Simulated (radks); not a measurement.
Ti2+, 20 electrons, occupied as [Ne] 3s1 3p6 3d3 (not the ground configuration). Method: scalar-relativistic Kohn-Sham, BP86, spin-polarised, spherical densities, finite nucleus; open shells are filled with parallel spins first; Fermi nuclear charge, rms radius 3.5921 fm; computed with a radial shooting solver on a logarithmic mesh with Libxc functionals.

Local quantities along the radius. ELF = 1/(1 + alpha^2) is the electron localisation function; alpha = (tau - tau_W)/tau_unif compares the Pauli kinetic energy density with that of the uniform gas (summed over spins); 4 pi r^2 rho is in e/bohr. tau is taken from the large components.

r (bohr)	ELF	alpha	4 pi r^2 rho
0.002567	1.000	0.01446	0.5699
0.002918	1.000	0.01460	0.7225
0.00329	1.000	0.01479	0.9007
0.003739	1.000	0.01506	1.137
0.004215	1.000	0.01539	1.411
0.004791	1.000	0.01582	1.771
0.005402	1.000	0.01633	2.185
0.006091	1.000	0.01694	2.686
0.006922	1.000	0.01774	3.334
0.007805	1.000	0.01865	4.064
0.008871	1.000	0.01983	4.993
0.01	1.000	0.02119	6.020
0.01137	0.999	0.02297	7.300
0.01282	0.999	0.02504	8.681
0.01445	0.999	0.02762	10.24
0.01642	0.999	0.03111	12.09
0.01852	0.999	0.03531	13.98
0.02105	0.998	0.04116	16.12
0.02373	0.998	0.04843	18.18
0.02697	0.997	0.05893	20.34
0.03041	0.995	0.07254	22.23
0.03429	0.992	0.09155	23.85
0.03897	0.986	0.1209	25.17
0.04394	0.975	0.1617	25.90
0.04994	0.951	0.2276	26.04
0.0563	0.906	0.3222	25.57
0.06399	0.815	0.4769	24.49
0.07215	0.676	0.6920	23.11
0.08135	0.509	0.9826	21.64
0.09246	0.359	1.335	20.30
0.1042	0.283	1.590	19.61
0.1185	0.273	1.631	19.74
0.1336	0.328	1.432	20.76
0.1518	0.449	1.108	22.64
0.1712	0.590	0.8344	24.75
0.193	0.710	0.6394	26.64
0.2194	0.792	0.5126	27.72
0.2473	0.830	0.4526	27.37
0.2811	0.836	0.4425	25.32
0.317	0.803	0.4950	22.03
0.3602	0.691	0.6687	17.70
0.4062	0.476	1.049	13.71
0.4579	0.250	1.730	10.52
0.5205	0.149	2.394	8.545
0.5868	0.174	2.182	8.068
0.667	0.335	1.410	8.599
0.752	0.556	0.8941	9.418
0.8547	0.709	0.6409	9.943
0.9637	0.763	0.5569	9.720
1.087	0.766	0.5519	8.751
1.235	0.729	0.6100	7.133
1.392	0.654	0.7276	5.412
1.582	0.528	0.9448	3.699
1.784	0.381	1.274	2.400
2.028	0.232	1.820	1.406
2.286	0.130	2.587	0.7992
2.578	0.068	3.704	0.4288
2.93	0.032	5.504	0.2065
3.304	0.015	8.238	0.09672
3.755	0.005	13.46	0.03909
4.233	0.002	23.06	0.01496
4.811	0.000	45.45	0.004649
5.425	0.000	96.51	0.001317

On this mesh the ELF has minima near r = 0.12, 0.52 bohr, which separate the shells, and maxima near 0.28 (0.84), 1.1 (0.77).
